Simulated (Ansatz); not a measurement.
Relaxation of H5NO3Si (10 atoms, charge 0, multiplicity 1), to a largest force component of 0.02 eV/Å in at most 40 steps.

All numbers below come from RHF/def2-SVP (Ansatz 0.2.0).

```xyz
10
Properties=species:S:1:pos:R:3:forces:R:3
Si 0.000 0.000 0.000 0.54 0.80 1.65
N 0.000 0.000 1.820 0.03 -0.48 -0.99
H -0.877 -0.271 2.350 2.46 0.91 -0.80
H 0.877 0.271 2.350 -2.44 -0.74 -0.94
O 1.584 0.000 -0.559 -0.64 -3.03 0.20
H 1.901 -0.952 -0.676 -0.80 3.00 0.28
O -0.791 1.371 -0.559 -2.42 -2.13 -0.46
H -1.749 1.140 -0.782 2.95 0.95 0.53
O -0.791 -1.371 -0.559 -1.08 -0.45 3.09
H -1.246 -1.837 0.213 1.39 1.16 -2.56
```

**Question.** Where does it end, and by what steps?

**Answer.** The forces met the threshold. After 28 steps the energy has fallen by 1.123 eV; H6 moved furthest, 0.93 Å.

```json
{"step": "0", "energy less start (eV)": "0.0000", "largest force component (eV/Å)": "3.089", "accepted": "yes"}
{"step": "1", "energy less start (eV)": "-0.7787", "largest force component (eV/Å)": "1.135", "accepted": "yes"}
{"step": "2", "energy less start (eV)": "-0.9261", "largest force component (eV/Å)": "0.357", "accepted": "yes"}
{"step": "3", "energy less start (eV)": "-0.9860", "largest force component (eV/Å)": "0.468", "accepted": "yes"}
{"step": "4", "energy less start (eV)": "-1.0034", "largest force component (eV/Å)": "0.434", "accepted": "yes"}
{"step": "5", "energy less start (eV)": "-1.0167", "largest force component (eV/Å)": "0.994", "accepted": "yes"}
{"step": "6", "energy less start (eV)": "-1.0589", "largest force component (eV/Å)": "0.286", "accepted": "yes"}
{"step": "7", "energy less start (eV)": "-1.0801", "largest force component (eV/Å)": "0.123", "accepted": "yes"}
{"step": "8", "energy less start (eV)": "-1.0709", "largest force component (eV/Å)": "0.743", "accepted": "no"}
{"step": "9", "energy less start (eV)": "-1.0828", "largest force component (eV/Å)": "0.060", "accepted": "yes"}
{"step": "10", "energy less start (eV)": "-1.0868", "largest force component (eV/Å)": "0.242", "accepted": "yes"}
{"step": "11", "energy less start (eV)": "-1.0868", "largest force component (eV/Å)": "0.257", "accepted": "no"}
{"step": "12", "energy less start (eV)": "-1.0875", "largest force component (eV/Å)": "0.176", "accepted": "yes"}
{"step": "13", "energy less start (eV)": "-1.0955", "largest force component (eV/Å)": "0.103", "accepted": "yes"}
{"step": "14", "energy less start (eV)": "-1.0600", "largest force component (eV/Å)": "1.453", "accepted": "no"}
{"step": "15", "energy less start (eV)": "-1.0999", "largest force component (eV/Å)": "0.079", "accepted": "yes"}
{"step": "16", "energy less start (eV)": "-1.1027", "largest force component (eV/Å)": "0.067", "accepted": "yes"}
{"step": "17", "energy less start (eV)": "-1.1055", "largest force component (eV/Å)": "0.116", "accepted": "yes"}
{"step": "18", "energy less start (eV)": "-1.1022", "largest force component (eV/Å)": "0.859", "accepted": "no"}
{"step": "19", "energy less start (eV)": "-1.1078", "largest force component (eV/Å)": "0.119", "accepted": "yes"}
{"step": "20", "energy less start (eV)": "-1.1120", "largest force component (eV/Å)": "0.130", "accepted": "yes"}
{"step": "21", "energy less start (eV)": "-1.1111", "largest force component (eV/Å)": "0.805", "accepted": "no"}
{"step": "22", "energy less start (eV)": "-1.1155", "largest force component (eV/Å)": "0.121", "accepted": "yes"}
{"step": "23", "energy less start (eV)": "-1.1184", "largest force component (eV/Å)": "0.283", "accepted": "yes"}
{"step": "24", "energy less start (eV)": "-1.1219", "largest force component (eV/Å)": "0.062", "accepted": "yes"}
{"step": "25", "energy less start (eV)": "-1.1209", "largest force component (eV/Å)": "0.176", "accepted": "no"}
{"step": "26", "energy less start (eV)": "-1.1226", "largest force component (eV/Å)": "0.062", "accepted": "yes"}
{"step": "27", "energy less start (eV)": "-1.1228", "largest force component (eV/Å)": "0.036", "accepted": "yes"}
{"step": "28", "energy less start (eV)": "-1.1228", "largest force component (eV/Å)": "0.006", "accepted": "yes"}
```

```xyz
10
Properties=species:S:1:pos:R:3
Si -0.070 -0.152 0.185
N -0.026 -0.077 1.881
H -0.845 0.068 2.436
H 0.807 0.218 2.351
O 1.480 -0.449 -0.254
H 1.766 -0.136 -1.097
O -0.575 1.193 -0.613
H -1.385 1.140 -1.096
O -1.144 -1.301 -0.300
H -1.101 -2.153 0.103
```

Whether the end is a true minimum wasn't checked by a vibrational analysis.

The run took 69 s on 1 thread of Arm Neoverse V1 (shared host), peak memory 0.18 GiB.
